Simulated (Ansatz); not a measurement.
`BC(=O)OC` + `C=C=C=C` → `BC=C=C=C` + `COC=O` at 298.15 K and 1 bar (formal exchange of groups at a B–C bond).

Program: Ansatz. Geometries: PBE0-D4/def2-TZVP. ΔE: electronic, gas phase. CBS: MP2 limit from def2 TZ/QZ plus the TZ coupled-cluster correction, frozen cores. Each species was taken in one conformer, which may not be the lowest.

| species | CCSD(T)/CBS energy (Eh) | H − E (kJ/mol) | S (J/(mol·K)) |
| --- | --- | --- | --- |
| `BC(=O)OC` | -254.22022 | 209.2 | 322.0 |
| `C=C=C=C` | -154.50978 | 173.1 | 266.6 |
| `BC=C=C=C` | -179.89496 | 207.5 | 313.1 |
| `COC=O` | -228.84804 | 177.9 | 283.9 |

H − E and S are ideal-gas, rigid-rotor, harmonic terms from PBE0-D4/def2-TZVP, for one conformer and one mirror image of each species. 1 Eh = 2625.50 kJ/mol, R = 8.31446 J/(mol·K).

Problem. By hand: ΔE, ΔH, ΔS and ΔG.

Solution. ΔE = (-179.89496) + (-228.84804) − (-254.22022) − (-154.50978) = -0.01300 Eh = -34.1 kJ/mol. Δ(H − E) = 207.5 + 177.9 − 209.2 − 173.1 = 3.1, so ΔH = -31.0 kJ/mol. ΔS = 313.1 + 283.9 − 322.0 − 266.6 = 8.4 J/(mol·K). ΔG = -31.0 − 298.15 × (8.4)/1000 = -33.5 kJ/mol.

Problem. By hand: the equilibrium constant, and the temperature at which ΔG would vanish if ΔH and ΔS stayed fixed.

Solution. log₁₀ K = −ΔG/(RT ln 10) = 5.9. ΔH and −TΔS have one sign here, so there is no such temperature.

The number of gas molecules stays the same, so ΔS is small and ΔH decides. A doubt of 5 kJ/mol in ΔE shifts log₁₀ K by 0.9 here. Other conformers and mirror images would add mixing entropy, several J/(mol·K) or more a flexible species. These are equilibria of isolated gas molecules and say nothing of rates. Largest T1 diagnostic: 0.018 (customary marks: 0.02 for closed shells, 0.045 for open ones).

ΔS is within the doubt of such terms, so its sign, and with it that verdict, could turn.
